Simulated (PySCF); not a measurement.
Si(CF3)2Me2, C4H6F6Si.
SMILES: `C[Si](C)(C(F)(F)F)C(F)(F)F`

The closed-shell ground state was solved at several levels (PySCF, density fitting, gas phase, non-relativistic). Geometry: PBE0-D3(BJ)/def2-SVP; no solvent, vibrations or thermal averaging.

```tsv
level	basis functions	total energy (Eh)	HOMO (eV)	LUMO (eV)	gap (eV)	dipole (D)
PBE0/def2-SVPD	290	-1043.1491	-9.46	0.18	9.64	3.36
wB97X-D/pcSseg-1	224	-1044.3413	-11.34	2.56	13.90	3.28
```

(1) Estimate the row for PBE0/pcSseg-1, a basis of 224 functions; the other rows only guide the guess.

(2) Over all these levels, which gives the widest orbital gap and which the narrowest?

(3) How far do the dipole and the HOMO energy spread over the levels?

Answers

(1) Total energy -1043.6934 Eh, HOMO -9.36 eV, LUMO 0.76 eV, gap 10.12 eV, dipole 3.22 D.

(2) wB97X-D/pcSseg-1 (range-separated hybrid) has the widest, 13.90 eV, and PBE0/def2-SVPD (global hybrid, 25 % exact exchange) the narrowest, 9.64 eV. Functional and basis both differ between the two, so the spread mixes both effects.

(3) The dipole runs from 3.22 to 3.36 D (mean 3.29 D) and the HOMO from -11.34 to -9.36 eV.

Note: wB97X-D ran without an empirical dispersion term, which enters the total energy and its gradient alone.
